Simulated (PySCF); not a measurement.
Dissociation curve of Mg₂, singlet.

Levels: UKS-LDA (SVWN5) = unrestricted LDA (SVWN5)/cc-pVDZ (PySCF); RKS-LDA (SVWN5) = restricted LDA (SVWN5)/cc-pVDZ run with PySCF 2.14.0; UKS-M06-2X = unrestricted M06-2X/cc-pVDZ run with PySCF; RKS-M06-2X = restricted M06-2X/cc-pVDZ in PySCF; UKS-BHandHLYP = PySCF with unrestricted BHandHLYP/cc-pVDZ; RKS-BHandHLYP = restricted BHandHLYP/cc-pVDZ in PySCF.

Scanned distances (Å): 2.90, 3.03, 3.27, 3.40, 3.53, 3.60, 3.71, 3.78, 3.99, 4.20, 4.42, 4.88, 5.38, 5.94, 6.54, 7.22, 7.93, 8.75, 9.62, 10.83.

Question: Where does the unrestricted solution first break spin symmetry (<S²> of 0.01 or more)?

Answer: UKS-LDA (SVWN5): at none of the points with a result; UKS-M06-2X: at none of the points with a result; UKS-BHandHLYP: at none of the points with a result.

```json
[
 {"R / Å": "2.90", "<S²> UKS-LDA (SVWN5)": "0.00", "E(RKS-LDA (SVWN5)) − E(UKS-LDA (SVWN5)) / kcal/mol": "0.0", "<S²> UKS-M06-2X": "0.00", "E(RKS-M06-2X) − E(UKS-M06-2X) / kcal/mol": "0.0", "<S²> UKS-BHandHLYP": "0.00", "E(RKS-BHandHLYP) − E(UKS-BHandHLYP) / kcal/mol": "0.0"},
 {"R / Å": "3.03", "<S²> UKS-LDA (SVWN5)": "0.00", "E(RKS-LDA (SVWN5)) − E(UKS-LDA (SVWN5)) / kcal/mol": "0.0", "<S²> UKS-M06-2X": "0.00", "E(RKS-M06-2X) − E(UKS-M06-2X) / kcal/mol": "0.0", "<S²> UKS-BHandHLYP": "0.00", "E(RKS-BHandHLYP) − E(UKS-BHandHLYP) / kcal/mol": "0.0"},
 {"R / Å": "3.27", "<S²> UKS-LDA (SVWN5)": "0.00", "E(RKS-LDA (SVWN5)) − E(UKS-LDA (SVWN5)) / kcal/mol": "0.0", "<S²> UKS-M06-2X": "0.00", "E(RKS-M06-2X) − E(UKS-M06-2X) / kcal/mol": "0.0", "<S²> UKS-BHandHLYP": "0.00", "E(RKS-BHandHLYP) − E(UKS-BHandHLYP) / kcal/mol": "0.0"},
 {"R / Å": "3.40", "<S²> UKS-LDA (SVWN5)": "0.00", "E(RKS-LDA (SVWN5)) − E(UKS-LDA (SVWN5)) / kcal/mol": "0.0", "<S²> UKS-M06-2X": "0.00", "E(RKS-M06-2X) − E(UKS-M06-2X) / kcal/mol": "0.0", "<S²> UKS-BHandHLYP": "0.00", "E(RKS-BHandHLYP) − E(UKS-BHandHLYP) / kcal/mol": "0.0"},
 {"R / Å": "3.53", "<S²> UKS-LDA (SVWN5)": "0.00", "E(RKS-LDA (SVWN5)) − E(UKS-LDA (SVWN5)) / kcal/mol": "0.0", "<S²> UKS-M06-2X": "0.00", "E(RKS-M06-2X) − E(UKS-M06-2X) / kcal/mol": "0.0", "<S²> UKS-BHandHLYP": "0.00", "E(RKS-BHandHLYP) − E(UKS-BHandHLYP) / kcal/mol": "0.0"},
 {"R / Å": "3.60", "<S²> UKS-LDA (SVWN5)": "0.00", "E(RKS-LDA (SVWN5)) − E(UKS-LDA (SVWN5)) / kcal/mol": "0.0", "<S²> UKS-M06-2X": "0.00", "E(RKS-M06-2X) − E(UKS-M06-2X) / kcal/mol": "0.0", "<S²> UKS-BHandHLYP": "0.00", "E(RKS-BHandHLYP) − E(UKS-BHandHLYP) / kcal/mol": "0.0"},
 {"R / Å": "3.71", "<S²> UKS-LDA (SVWN5)": "0.00", "E(RKS-LDA (SVWN5)) − E(UKS-LDA (SVWN5)) / kcal/mol": "0.0", "<S²> UKS-M06-2X": "0.00", "E(RKS-M06-2X) − E(UKS-M06-2X) / kcal/mol": "0.0", "<S²> UKS-BHandHLYP": "0.00", "E(RKS-BHandHLYP) − E(UKS-BHandHLYP) / kcal/mol": "0.0"},
 {"R / Å": "3.78", "<S²> UKS-LDA (SVWN5)": "0.00", "E(RKS-LDA (SVWN5)) − E(UKS-LDA (SVWN5)) / kcal/mol": "0.0", "<S²> UKS-M06-2X": "0.00", "E(RKS-M06-2X) − E(UKS-M06-2X) / kcal/mol": "0.0", "<S²> UKS-BHandHLYP": "0.00", "E(RKS-BHandHLYP) − E(UKS-BHandHLYP) / kcal/mol": "0.0"},
 {"R / Å": "3.99", "<S²> UKS-LDA (SVWN5)": "0.00", "E(RKS-LDA (SVWN5)) − E(UKS-LDA (SVWN5)) / kcal/mol": "0.0", "<S²> UKS-M06-2X": "0.00", "E(RKS-M06-2X) − E(UKS-M06-2X) / kcal/mol": "0.0", "<S²> UKS-BHandHLYP": "0.00", "E(RKS-BHandHLYP) − E(UKS-BHandHLYP) / kcal/mol": "0.0"},
 {"R / Å": "4.20", "<S²> UKS-LDA (SVWN5)": "0.00", "E(RKS-LDA (SVWN5)) − E(UKS-LDA (SVWN5)) / kcal/mol": "0.0", "<S²> UKS-M06-2X": "0.00", "E(RKS-M06-2X) − E(UKS-M06-2X) / kcal/mol": "0.0", "<S²> UKS-BHandHLYP": "0.00", "E(RKS-BHandHLYP) − E(UKS-BHandHLYP) / kcal/mol": "0.0"},
 {"R / Å": "4.42", "<S²> UKS-LDA (SVWN5)": "0.00", "E(RKS-LDA (SVWN5)) − E(UKS-LDA (SVWN5)) / kcal/mol": "0.0", "<S²> UKS-M06-2X": "0.00", "E(RKS-M06-2X) − E(UKS-M06-2X) / kcal/mol": "0.0", "<S²> UKS-BHandHLYP": "0.00", "E(RKS-BHandHLYP) − E(UKS-BHandHLYP) / kcal/mol": "0.0"},
 {"R / Å": "4.88", "<S²> UKS-LDA (SVWN5)": "0.00", "E(RKS-LDA (SVWN5)) − E(UKS-LDA (SVWN5)) / kcal/mol": "0.0", "<S²> UKS-M06-2X": "0.00", "E(RKS-M06-2X) − E(UKS-M06-2X) / kcal/mol": "0.0", "<S²> UKS-BHandHLYP": "0.00", "E(RKS-BHandHLYP) − E(UKS-BHandHLYP) / kcal/mol": "0.0"},
 {"R / Å": "5.38", "<S²> UKS-LDA (SVWN5)": "0.00", "E(RKS-LDA (SVWN5)) − E(UKS-LDA (SVWN5)) / kcal/mol": "0.0", "<S²> UKS-M06-2X": "0.00", "E(RKS-M06-2X) − E(UKS-M06-2X) / kcal/mol": "0.0", "<S²> UKS-BHandHLYP": "0.00", "E(RKS-BHandHLYP) − E(UKS-BHandHLYP) / kcal/mol": "0.0"},
 {"R / Å": "5.94", "<S²> UKS-LDA (SVWN5)": "0.00", "E(RKS-LDA (SVWN5)) − E(UKS-LDA (SVWN5)) / kcal/mol": "0.0", "<S²> UKS-M06-2X": "0.00", "E(RKS-M06-2X) − E(UKS-M06-2X) / kcal/mol": "0.0", "<S²> UKS-BHandHLYP": "0.00", "E(RKS-BHandHLYP) − E(UKS-BHandHLYP) / kcal/mol": "0.0"},
 {"R / Å": "6.54", "<S²> UKS-LDA (SVWN5)": "0.00", "E(RKS-LDA (SVWN5)) − E(UKS-LDA (SVWN5)) / kcal/mol": "0.0", "<S²> UKS-M06-2X": "0.00", "E(RKS-M06-2X) − E(UKS-M06-2X) / kcal/mol": "0.0", "<S²> UKS-BHandHLYP": "0.00", "E(RKS-BHandHLYP) − E(UKS-BHandHLYP) / kcal/mol": "0.0"},
 {"R / Å": "7.22", "<S²> UKS-LDA (SVWN5)": "0.00", "E(RKS-LDA (SVWN5)) − E(UKS-LDA (SVWN5)) / kcal/mol": "0.0", "<S²> UKS-M06-2X": "0.00", "E(RKS-M06-2X) − E(UKS-M06-2X) / kcal/mol": "0.0", "<S²> UKS-BHandHLYP": "0.00", "E(RKS-BHandHLYP) − E(UKS-BHandHLYP) / kcal/mol": "0.0"},
 {"R / Å": "7.93", "<S²> UKS-LDA (SVWN5)": "0.00", "E(RKS-LDA (SVWN5)) − E(UKS-LDA (SVWN5)) / kcal/mol": "0.0", "<S²> UKS-M06-2X": "0.00", "E(RKS-M06-2X) − E(UKS-M06-2X) / kcal/mol": "0.0", "<S²> UKS-BHandHLYP": "0.00", "E(RKS-BHandHLYP) − E(UKS-BHandHLYP) / kcal/mol": "0.0"},
 {"R / Å": "8.75", "<S²> UKS-LDA (SVWN5)": "0.00", "E(RKS-LDA (SVWN5)) − E(UKS-LDA (SVWN5)) / kcal/mol": "0.0", "<S²> UKS-M06-2X": "0.00", "E(RKS-M06-2X) − E(UKS-M06-2X) / kcal/mol": "0.0", "<S²> UKS-BHandHLYP": "0.00", "E(RKS-BHandHLYP) − E(UKS-BHandHLYP) / kcal/mol": "0.0"},
 {"R / Å": "9.62", "<S²> UKS-LDA (SVWN5)": "0.00", "E(RKS-LDA (SVWN5)) − E(UKS-LDA (SVWN5)) / kcal/mol": "0.0", "<S²> UKS-M06-2X": "0.00", "E(RKS-M06-2X) − E(UKS-M06-2X) / kcal/mol": "0.0", "<S²> UKS-BHandHLYP": "0.00", "E(RKS-BHandHLYP) − E(UKS-BHandHLYP) / kcal/mol": "0.0"},
 {"R / Å": "10.83", "<S²> UKS-LDA (SVWN5)": "0.00", "E(RKS-LDA (SVWN5)) − E(UKS-LDA (SVWN5)) / kcal/mol": "0.0", "<S²> UKS-M06-2X": "0.00", "E(RKS-M06-2X) − E(UKS-M06-2X) / kcal/mol": "0.0", "<S²> UKS-BHandHLYP": "0.00", "E(RKS-BHandHLYP) − E(UKS-BHandHLYP) / kcal/mol": "0.0"}
]
```
